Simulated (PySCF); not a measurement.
## [Pd2Cl]+: breathing scan

Method: UPBE0 in PySCF with Cl def2-TZVP, Pd def2-TZVP with ECP28; scalar-relativistic core potentials, no spin–orbit coupling; density-fitted integrals.

Rigid scan from the triplet minimum (Cl–Pd 2.304 Å (×2); Pd–Cl–Pd 115.0°). Coordinate: all bonds to the central atom scaled together. Energies in kJ/mol from the minimum.

Question: Predict the curve at 0.88, 0.92, 0.96, 1.00, 1.04, 1.08, 1.14, 1.22, 1.35.

Answer: 
| scale of all bonds to the centre | E (kJ/mol) | dipole size (D, about the centre of mass) | ⟨S²⟩ |
| --- | --- | --- | --- |
| 0.88 | 95.7 | 1.94 | 2.00 |
| 0.92 | 36.9 | 2.11 | 2.00 |
| 0.96 | 8.1 | 2.28 | 2.00 |
| 1.00 | 0.0 | 2.48 | 2.00 |
| 1.04 | 6.1 | 2.69 | 2.00 |
| 1.08 | 21.5 | 2.92 | 2.00 |
| 1.14 | 55.0 | 3.28 | 2.00 |
| 1.22 | 108.3 | 3.77 | 2.00 |
| 1.35 | 195.8 | 4.50 | 2.00 |

Open d and f shells are described by one determinant, and the ground state may have another occupation or spin.

Other isomers or separated fragments may lie lower.

The scan took roughly 3 core-minutes on a shared host.
